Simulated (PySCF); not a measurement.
## Calculated data, GeH5O2Si, GeH5N2O, AlClGeH3O, BGeH4NSi and others

Calculation on a computer-drawn molecule: the log of a Hartree-Fock and frozen-core CCSD(T) single point meant for a local Hartree-Fock minimum, with one planted fault or none, to be diagnosed. Offsets are logged minus clean, where the clean run is the same molecule without the fault. The reference is restricted for singlets and unrestricted otherwise, and also for a bond in bohr or an excited solution. Adding or removing an electron swaps singlet and doublet. The excited solution moves the top pair (singlet) or top alpha electron (doublet) to the lowest empty orbital. Highest occupied and lowest empty are orbital energies over both spins, largest force is the largest gradient component, triples share is (T) over the correlation energy, the T1 limit is 0.02 restricted and 0.045 unrestricted, electrons count all cores, a negative frequency is imaginary (commonest isotopes), and the dipole is about the centre of nuclear charge; on germanium a core potential holds 10 electrons, which the energies leave out, and 3d is frozen in MP2 and coupled-cluster steps. Program: PySCF 2.14.0.

Common to all runs: meant charge 0; meant basis and core potential on germanium cc-pVDZ-PP ECP10MDF; logged SCF converged yes; logged CC converged yes; logged SCF stable within its kind yes; possible faults no fault, one electron removed, one electron added, multiplicity raised by two, geometry at a saddle point, SCF held on an excited solution, minimal basis STO-3G, one bond length entered in bohr, all coordinates scaled.

(1) 
```xyz
9
formula=GeH5O2Si meant_multiplicity=2 meant_basis=cc-pV(D+d)Z logged_electrons=67 logged_basis_functions=99 logged_spin_squared=1.3972 logged_highest_occupied=-8.3178 logged_lowest_empty=1.1983 logged_largest_force=0.012027 logged_T1_diagnostic=0.039293 logged_D1_diagnostic=0.21166 logged_triples_share=0.027278 logged_dipole_magnitude=2.3373 logged_energy_HF=-734.91706 logged_energy_CCSD(T)=-735.51455 planted_fault=one_bond_length_entered_in_bohr,row_7_of_the_drawn_bonds HF_energy_offset_from_clean_run=54.68 CCSD(T)_energy_offset_from_clean_run=59.55
O     -0.9974    -0.3578     1.9344
Si    -0.9688    -0.1804     0.2853
O     -0.5759     1.3985     0.0303
Ge    -3.1367    -0.5600    -0.7307
H     -1.0012    -1.2307     2.2981
H     -0.1154     1.8614     0.7165
H     -3.5760    -2.0057    -0.4512
H     -5.1731     1.2269     0.3052
H     -3.0437    -0.3791    -2.2497
```

Units: logged_highest_occupied, logged_lowest_empty in eV; logged_largest_force in hartree/bohr; logged_dipole_magnitude in debye; logged_energy_HF, logged_energy_CCSD(T) in hartree; HF_energy_offset_from_clean_run, CCSD(T)_energy_offset_from_clean_run in kcal/mol.

Drawn bonds:
| atom | other atom | order |
| --- | --- | --- |
| 1 | 2 | 1 |
| 2 | 3 | 1 |
| 2 | 4 | 1 |
| 1 | 5 | 1 |
| 3 | 6 | 1 |
| 4 | 7 | 1 |
| 4 | 8 | 1 |
| 4 | 9 | 1 |

(2) 
```xyz
9
formula=GeH5N2O meant_multiplicity=2 meant_basis=cc-pVDZ logged_electrons=59 logged_basis_functions=90 logged_spin_squared=0.7593 logged_highest_occupied=-8.6449 logged_lowest_empty=2.1556 logged_largest_force=0.019637 logged_T1_diagnostic=0.015855 logged_D1_diagnostic=0.061383 logged_triples_share=0.023699 logged_dipole_magnitude=2.5603 logged_energy_HF=-480.03368 logged_energy_CCSD(T)=-480.67716 planted_fault=one_bond_length_entered_in_bohr,row_2_of_the_drawn_bonds HF_energy_offset_from_clean_run=27.26 CCSD(T)_energy_offset_from_clean_run=37.99
N      0.1226    -1.6822     1.7478
Ge     0.3030    -0.0878     0.8451
N      3.6368     0.1838    -0.1371
O     -0.6632    -0.2852    -0.6415
H      0.1196    -1.6096     2.7508
H     -0.7026    -2.1859     1.4654
H      4.0132     1.1156    -0.1590
H      4.2537    -0.4008     0.4027
H     -0.1207    -0.3448    -1.4169
```

Units: logged_highest_occupied, logged_lowest_empty in eV; logged_largest_force in hartree/bohr; logged_dipole_magnitude in debye; logged_energy_HF, logged_energy_CCSD(T) in hartree; HF_energy_offset_from_clean_run, CCSD(T)_energy_offset_from_clean_run in kcal/mol.

Drawn bonds:
| atom | other atom | order |
| --- | --- | --- |
| 1 | 2 | 1 |
| 2 | 3 | 1 |
| 2 | 4 | 1 |
| 1 | 5 | 1 |
| 1 | 6 | 1 |
| 3 | 7 | 1 |
| 3 | 8 | 1 |
| 4 | 9 | 1 |

(3) 
```xyz
7
formula=AlClGeH3O meant_multiplicity=2 meant_basis=cc-pV(D+d)Z logged_electrons=73 logged_basis_functions=98 logged_spin_squared=3.7707 logged_highest_occupied=-5.3204 logged_lowest_empty=-3.333 logged_largest_force=0.048889 logged_T1_diagnostic=0.057065 logged_D1_diagnostic=0.36425 logged_triples_share=0.030379 logged_dipole_magnitude=3.2188 logged_energy_HF=-1071.28635 logged_energy_CCSD(T)=-1071.80386 planted_fault=multiplicity_raised_by_two HF_energy_offset_from_clean_run=135.1 CCSD(T)_energy_offset_from_clean_run=131.6
Al    -1.4690     0.5495     2.6153
O     -1.3277     1.8512     1.5431
Ge    -0.5471     3.0208     0.5099
Cl     0.9516     1.9343    -0.6568
H     -0.3455     0.3305     3.6955
H     -2.7455    -0.3614     2.5035
H     -1.5785     3.5830    -0.4865
```

Units: logged_highest_occupied, logged_lowest_empty in eV; logged_largest_force in hartree/bohr; logged_dipole_magnitude in debye; logged_energy_HF, logged_energy_CCSD(T) in hartree; HF_energy_offset_from_clean_run, CCSD(T)_energy_offset_from_clean_run in kcal/mol.

Drawn bonds:
| atom | other atom | order |
| --- | --- | --- |
| 1 | 2 | 1 |
| 2 | 3 | 1 |
| 3 | 4 | 1 |
| 1 | 5 | 1 |
| 1 | 6 | 1 |
| 3 | 7 | 1 |

Notes: T1 above single-reference limit.

(4) 
```xyz
8
formula=BGeH4NSi meant_multiplicity=1 meant_basis=cc-pV(D+d)Z logged_electrons=62 logged_basis_functions=94 logged_spin_squared=1.0699 logged_highest_occupied=-8.3357 logged_lowest_empty=-0.19257 logged_largest_force=0.0065911 logged_T1_diagnostic=0.062342 logged_D1_diagnostic=0.27955 logged_triples_share=0.040913 logged_dipole_magnitude=0.50712 logged_energy_HF=-663.64367 logged_energy_CCSD(T)=-664.11149 planted_fault=one_bond_length_entered_in_bohr,row_7_of_the_drawn_bonds HF_energy_offset_from_clean_run=53.31 CCSD(T)_energy_offset_from_clean_run=63.84
N     -2.5561    -0.5129    -2.5424
B     -2.2711    -0.5178    -1.3465
Ge    -1.6909    -0.5426     0.6271
Si     0.6881    -1.1673     0.6977
H     -2.8111    -0.5061    -3.4943
H     -2.5783    -1.5490     1.3728
H     -1.9584     0.8492     1.2136
H      0.0921    -3.8481    -0.1045
```

Units: logged_highest_occupied, logged_lowest_empty in eV; logged_largest_force in hartree/bohr; logged_dipole_magnitude in debye; logged_energy_HF, logged_energy_CCSD(T) in hartree; HF_energy_offset_from_clean_run, CCSD(T)_energy_offset_from_clean_run in kcal/mol.

Drawn bonds:
| atom | other atom | order |
| --- | --- | --- |
| 1 | 2 | 2 |
| 2 | 3 | 1 |
| 3 | 4 | 1 |
| 1 | 5 | 1 |
| 3 | 6 | 1 |
| 3 | 7 | 1 |
| 4 | 8 | 1 |

Notes: T1 above single-reference limit.

(5) 
```xyz
8
formula=CH4AlGeN meant_multiplicity=1 meant_basis=cc-pV(D+d)Z logged_electrons=62 logged_basis_functions=94 logged_spin_squared=0 logged_highest_occupied=-7.3359 logged_lowest_empty=1.1448 logged_largest_force=0.037047 logged_T1_diagnostic=0.025536 logged_D1_diagnostic=0.081782 logged_triples_share=0.042553 logged_dipole_magnitude=4.5327 logged_energy_HF=-629.8775 logged_energy_CCSD(T)=-630.40143 planted_fault=all_coordinates_scaled,by_+5.0_% HF_energy_offset_from_clean_run=11.28 CCSD(T)_energy_offset_from_clean_run=3.262
C     -1.1589     0.2010     1.7015
Ge     0.0850    -1.2179     0.7340
N      0.3243    -0.3260    -0.9223
Al     0.6764     0.3075    -2.4728
H     -0.6133     1.2130     1.7554
H     -2.1144     0.3579     1.0793
H     -1.4546    -0.1202     2.7641
H      1.0192     0.8989    -3.9545
```

Units: logged_highest_occupied, logged_lowest_empty in eV; logged_largest_force in hartree/bohr; logged_dipole_magnitude in debye; logged_energy_HF, logged_energy_CCSD(T) in hartree; HF_energy_offset_from_clean_run, CCSD(T)_energy_offset_from_clean_run in kcal/mol.

Drawn bonds:
| atom | other atom | order |
| --- | --- | --- |
| 1 | 2 | 1 |
| 2 | 3 | 1 |
| 3 | 4 | 2 |
| 1 | 5 | 1 |
| 1 | 6 | 1 |
| 1 | 7 | 1 |
| 4 | 8 | 1 |

Notes: T1 above single-reference limit.
